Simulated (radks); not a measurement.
Spherical jellium clusters: N electrons in a uniform positive sphere of charge N and radius rs N^(1/3), rs = 3.53 bohr. Calculated with a radial shooting solver with Libxc functionals: non-relativistic Kohn-Sham, LDA (Slater exchange, Perdew-Wang correlation), spin-polarised, spherical densities. Levels are named by radial order and angular momentum (1s, 1p, 1d, 2s, ...), and open shells are averaged over m.

N = 7, configuration 1s2 1p(up 3, down 2). This is the lowest configuration that the search found. Occupied and some empty levels:

level,occupation,eigenvalue (eV),<r> (bohr)
1s up,1,-5.1786,4.575
1s down,1,-4.9622,4.587
1p up,3,-3.4978,5.699
1p down,2,-3.2919,5.760
1d up,0,-1.6030,6.926
1d down,0,-1.4402,7.058
2s up,0,-1.2772,7.469
2s down,0,-1.1799,7.643

Energy (eV): total -11.7216, kinetic 14.474, external -228.83, Hartree 111.04, exchange-correlation -26.884, background 118.47.
